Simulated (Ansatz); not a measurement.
Relaxation of H3InS2 (6 atoms, charge 0, multiplicity 1), to a largest force component of 0.02 eV/Å in at most 50 steps.

Level of theory: Ansatz 0.2.0, RKS PBE-D4/def2-SVP.

```xyz
6
Properties=species:S:1:pos:R:3:forces:R:3
S -0.721 -1.743 0.116 -0.85 -0.65 1.86
In 0.307 0.372 -0.455 0.78 -0.56 -3.03
S 0.324 1.946 1.368 0.40 1.90 1.16
H -0.557 -2.257 -1.094 0.26 -0.10 -0.97
H 0.944 3.082 0.886 -0.04 0.10 0.20
H -0.297 1.033 2.110 -0.55 -0.68 0.79
```

Task: Where does it end, and by what steps?

Result: The forces met the threshold. The force dipped under the threshold on the way, but the program's further checks kept it going. After 22 steps the energy has fallen by 3.575 eV; H5 moved furthest, 1.06 Å.

```json
{"step": "0", "energy less start (eV)": "0.0000", "largest force component (eV/Å)": "3.031", "accepted": "yes"}
{"step": "1", "energy less start (eV)": "-0.6438", "largest force component (eV/Å)": "1.407", "accepted": "yes"}
{"step": "2", "energy less start (eV)": "-1.0967", "largest force component (eV/Å)": "2.027", "accepted": "yes"}
{"step": "3", "energy less start (eV)": "-2.0427", "largest force component (eV/Å)": "2.015", "accepted": "yes"}
{"step": "4", "energy less start (eV)": "-2.7647", "largest force component (eV/Å)": "1.853", "accepted": "yes"}
{"step": "5", "energy less start (eV)": "-3.0537", "largest force component (eV/Å)": "1.194", "accepted": "yes"}
{"step": "6", "energy less start (eV)": "-3.3381", "largest force component (eV/Å)": "0.490", "accepted": "yes"}
{"step": "7", "energy less start (eV)": "-3.4147", "largest force component (eV/Å)": "0.269", "accepted": "yes"}
{"step": "8", "energy less start (eV)": "-3.4487", "largest force component (eV/Å)": "0.815", "accepted": "yes"}
{"step": "9", "energy less start (eV)": "-3.5196", "largest force component (eV/Å)": "0.071", "accepted": "yes"}
{"step": "10", "energy less start (eV)": "-3.5349", "largest force component (eV/Å)": "0.559", "accepted": "yes"}
{"step": "11", "energy less start (eV)": "-3.5452", "largest force component (eV/Å)": "0.361", "accepted": "yes"}
{"step": "12", "energy less start (eV)": "-3.5614", "largest force component (eV/Å)": "0.124", "accepted": "yes"}
{"step": "13", "energy less start (eV)": "-3.5646", "largest force component (eV/Å)": "0.092", "accepted": "yes"}
{"step": "14", "energy less start (eV)": "-3.5719", "largest force component (eV/Å)": "0.042", "accepted": "yes"}
{"step": "15", "energy less start (eV)": "-3.5731", "largest force component (eV/Å)": "0.013", "accepted": "yes"}
{"step": "16", "energy less start (eV)": "-3.5732", "largest force component (eV/Å)": "0.098", "accepted": "yes"}
{"step": "17", "energy less start (eV)": "-3.5737", "largest force component (eV/Å)": "0.024", "accepted": "yes"}
{"step": "18", "energy less start (eV)": "-3.5739", "largest force component (eV/Å)": "0.015", "accepted": "yes"}
{"step": "19", "energy less start (eV)": "-3.5743", "largest force component (eV/Å)": "0.036", "accepted": "yes"}
{"step": "20", "energy less start (eV)": "-3.5743", "largest force component (eV/Å)": "0.070", "accepted": "yes"}
{"step": "21", "energy less start (eV)": "-3.5746", "largest force component (eV/Å)": "0.028", "accepted": "yes"}
{"step": "22", "energy less start (eV)": "-3.5746", "largest force component (eV/Å)": "0.007", "accepted": "yes"}
```

```xyz
6
Properties=species:S:1:pos:R:3
S -0.405 -1.288 0.373
In 0.768 0.340 -1.265
S 0.880 1.765 1.578
H -1.125 -1.917 -0.598
H -0.006 2.714 1.164
H -0.111 0.819 1.679
```

Whether the end is a true minimum wasn't checked by a vibrational analysis.

The run took 100 s on 1 thread of Intel(R) Xeon(R) Processor @ 2.50GHz (Skylake/Cascade Lake), on a shared host, peak memory 0.16 GiB.
